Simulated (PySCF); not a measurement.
Ionising CsSb

PBE0; basis Cs def2-SVPD with ECP46, Sb def2-SVPD with ECP28; scalar-relativistic core potentials; PySCF 2.14. Neutral (UKS): triplet (π ↑↑), Re = 3.665 Å, ωe = 92.3 cm⁻¹, De = 1.15 eV, HOMO -3.33 eV, LUMO -1.32 eV.

CsSb⁺ (UKS): quartet (σ ↑, π ↑↑), Re = 4.225 Å, ωe = 34.8 cm⁻¹, De = 0.14 eV to Cs⁺ + Sb. The energies at the minima are -260.40086 hartree for CsSb and -260.22023 for CsSb⁺.

(1) Work out the adiabatic ionisation energy, without and with harmonic zero-point energies (1 hartree = 27.2114 eV, 1 eV = 8065.5 cm⁻¹), and the change of the bond length.

Weak bonds: CsSb⁺. Basis-set superposition, not corrected here, can be much of De in a small basis, most of all at correlated wavefunction levels. These are scalar-relativistic numbers at best; spin–orbit coupling would shift them, the dissociation energy most. For an ion De counts to the pair picked by the measured ionisation energies or electron affinities, which need not be the lowest pair at this level. States were picked by a PBE0 search and need not be the measured ground states.

## Answers

(1) At PBE0: 0.18063 hartree = 4.915 eV between the minima; the zero-point term (34.8 − 92.3)/2 cm⁻¹ = -0.004 eV makes it 4.912 eV. Re changes by +56.0 pm against the neutral. The electron leaves a σ orbital, and the ion is left as a loose complex of an ion and an atom.
